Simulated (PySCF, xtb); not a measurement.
Sn(Me)2(Cl) (C2H6ClSn), SMILES [CH3][Sn]([CH3])[Cl], multiplicity 2.

Harmonic wavenumbers (cm⁻¹) from GFN2-xTB run with xtb 6.7.1 at its own minimum, in rising order: 45, 56, 95, 105, 109, 299, 352, 379, 562, 597, 608, 637, 1115, 1167, 1417, 1420, 1427, 1431, 3012, 3017, 3037, 3038, 3042, 3044.

**Question.** What does PBE-D3(BJ)/def2-SVP (PySCF) give at its own minimum? (Estimate from the structure and the level; the computed values follow.)

**Answer.** 42, 45, 112, 112, 130, 336, 446, 472, 633, 672, 695, 746, 1096, 1122, 1359, 1364, 1371, 1380, 2984, 2984, 3104, 3104, 3121, 3122. Paired by order, the mean absolute difference is 52 cm⁻¹ and the zero-point energies are 42.9 and 43.7 kcal/mol.
